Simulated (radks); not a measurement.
Trend from Zr2+ to Cd2+: ionisation energy by Delta-SCF between NIST ground configurations, and size. All-electron calculation, scalar-relativistic Kohn-Sham, LDA (Slater exchange, Perdew-Wang correlation), spin-unpolarised, spherical densities, finite nucleus; Fermi nuclear charge, rms radius of each element as measured or else 0.836 A^(1/3) + 0.57 fm. Program: a radial shooting solver on a logarithmic mesh with Libxc functionals.

species  configuration  IE (eV)  NIST (eV)       kind  -e(HOMO) (eV)  outermost  <r> outermost (bohr)
Zr2+          [Kr] 4d2   22.820     23.170  semi-emp.    17.511 (4d)         4d                  2.01
Nb2+          [Kr] 4d3   24.934     25.040  semi-emp.    19.324 (4d)         4d                  1.86
Mo2+          [Kr] 4d4   26.962       27.1  semi-emp.    21.057 (4d)         4d                  1.73
Tc2+          [Kr] 4d5   28.929     29.550  semi-emp.    22.737 (4d)         4d                  1.62
Ru2+          [Kr] 4d6   30.851     28.470  semi-emp.    24.378 (4d)         4d                  1.53
Rh2+          [Kr] 4d7   32.739     31.060  semi-emp.    25.989 (4d)         4d                  1.45
Pd2+          [Kr] 4d8   34.599     32.930  semi-emp.    27.579 (4d)         4d                  1.38
Ag2+          [Kr] 4d9   36.439       34.8  semi-emp.    29.151 (4d)         4d                  1.31
Cd2+         [Kr] 4d10   38.261      37.47       exp.    30.710 (4d)         4d                  1.25

Reference values: NIST Atomic Spectra Database (exp. = measured, semi-emp. = semi-empirical, theory = theoretical value adopted there). Spin polarisation and multiplet splitting are left out, so open shells lie too high by an amount that depends on their filling.

Beside tabulated values, note that spin-unpolarised runs miss the spin-polarisation part of the exchange energy of open shells.
